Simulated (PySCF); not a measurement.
# Orbital picture of SrSn

PBE0 at R = 3.175 Å; Sr def2-SVP with ECP28, Sn def2-SVP with ECP28; scalar-relativistic core potentials (PySCF 2.14). State: ³Π (triplet), unpaired electrons σ ↑, π ↑, a second solution, started from another occupation. Only the outer orbitals are listed, counted within each symmetry, core potentials removing the inner ones.

| spin | orbital | occ. | ε (eV) | on Sr (%) | main shells (%) |
| --- | --- | --- | --- | --- | --- |
| α | 3π | 1 | -24.87 | 100 | 100 Sr p |
| α | 3π | 1 | -24.85 | 100 | 100 Sr p |
| α | 5σ | 1 | -24.75 | 99 | 99 Sr p |
| α | 6σ | 1 | -11.73 | 5 | 95 Sn s |
| α | 7σ | 1 | -5.07 | 38 | 60 Sn p, 34 Sr s |
| α | 4π | 1 | -4.78 | 13 | 87 Sn p |
| α | 8σ | 1 | -3.56 | 79 | 56 Sr s, 21 Sn p, 12 Sr p |
| α | 4π | 0 | -3.09 | 18 | 82 Sn p, 10 Sr d |
| α | 5π | 0 | -1.07 | 99 | 75 Sr p, 24 Sr d |
| α | 5π | 0 | -1.03 | 100 | 77 Sr p, 22 Sr d |
| β | 3π | 1 | -24.79 | 100 | 100 Sr p |
| β | 3π | 1 | -24.75 | 100 | 100 Sr p |
| β | 5σ | 1 | -24.59 | 99 | 99 Sr p |
| β | 6σ | 1 | -10.73 | 7 | 92 Sn s |
| β | 7σ | 1 | -4.34 | 44 | 53 Sn p, 40 Sr s |
| β | 4π | 0 | -2.74 | 21 | 79 Sn p, 12 Sr d, 8 Sr p |
| β | 4π | 0 | -2.10 | 29 | 71 Sn p, 17 Sr d, 12 Sr p |
| β | 8σ | 0 | -1.85 | 77 | 56 Sr s, 24 Sn p, 11 Sr p |

**Question.** Which are the highest filled and the lowest empty level, where do they sit, and how wide is the gap?

**Answer.** Highest filled α 8σ at -3.56 eV (in %: 56 Sr s, 21 Sn p, 12 Sr p); lowest empty α 4π at -3.09 eV (in %: 82 Sn p, 10 Sr d); the gap at PBE0 is 0.47 eV.

```
bond order (Mayer)                               : 1.09
⟨S²⟩                                             : 2.004
charge on Sr (Mulliken, basis-dependent)         : 0.15
charge on Sr (Löwdin, basis-dependent)           : -0.09
dipole moment (positive dipole means Sr(−)Sn(+)) : -2.39 D
```

Spin–orbit coupling is left out.
